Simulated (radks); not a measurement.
The silicon anion Si4-, [Ar], held by a Watson sphere: a shell of charge +4 at radius R that stands for the Madelung well of a crystal (potential energy -4/R inside, -4/r outside, in hartree with lengths in bohr). All-electron calculation, non-relativistic Kohn-Sham, LDA (Slater exchange, Perdew-Wang correlation), spin-polarised, spherical densities, point nucleus. Program: a radial shooting solver on a logarithmic mesh with Libxc functionals. Response by self-consistent Sternheimer equations with the Hartree and adiabatic LDA kernel. The sphere does not respond.

R (bohr)	e(2p) (eV)	e(3s) (eV)	e(3p) (eV)	<r> 3p (bohr)	sum of <r^2> (bohr^2)	X-ray form factor at sin(theta)/lambda = 0.2 1/angstrom	alpha (bohr^3)
2.01	-93.009	-15.326	-7.992	2.396	52.91	10.269	33.78
2.12	-92.591	-14.885	-7.784	2.455	55.20	10.152	36.55
2.31	-92.163	-14.151	-7.415	2.557	59.35	9.970	42.04
2.32	-92.148	-14.114	-7.395	2.562	59.57	9.962	42.35
2.92	-91.955	-12.120	-6.245	2.891	73.99	9.579	66.89
3.56	-92.199	-10.547	-5.180	3.245	91.18	9.434	109.0
4.37	-92.415	-9.240	-4.143	3.706	115.8	9.464	198.0
